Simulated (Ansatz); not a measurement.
CuTe2, relaxed as a doublet with UKS PBE-D4/def2-TZVP in Ansatz, starting from the GFN2-xTB geometry. Force threshold 0.02 eV/Å.

In the def2 sets Te takes a core potential; there is no spin–orbit coupling. Another isomer (doublet) lies 0.33 eV lower at PBE0-D4/def2-TZVP; other spin states weren't run for this one.

Start:

Cartesian coordinates in Å:
```
Cu 1.375 -0.627 -1.300
Te -0.162 1.046 -0.333
Te -1.213 -0.419 1.633
```

| step | energy (eV) | largest force component (eV/Å) | SCF passes |
| --- | --- | --- | --- |
| 1 | -59222.4311 | 0.406 | 42 |
| 2 | -59222.4431 | 0.070 | 31 |
| 3 | -59222.4436 | 0.019 | 28 |

Force components are those of the run's own axes.

End:

Cartesian coordinates in Å:
```
Cu 1.386 -0.599 -1.328
Te -0.148 0.993 -0.323
Te -1.238 -0.395 1.651
```

By distances, no bond broke or formed. The bond that changes most is Cu1–Te2, from 2.47 to 2.43 Å (atoms count from 1).

No frequencies were taken in this run, so the end may be a saddle point.

Hardware: 2 threads of Arm Neoverse V2 on a shared host. Wall time 12 s.
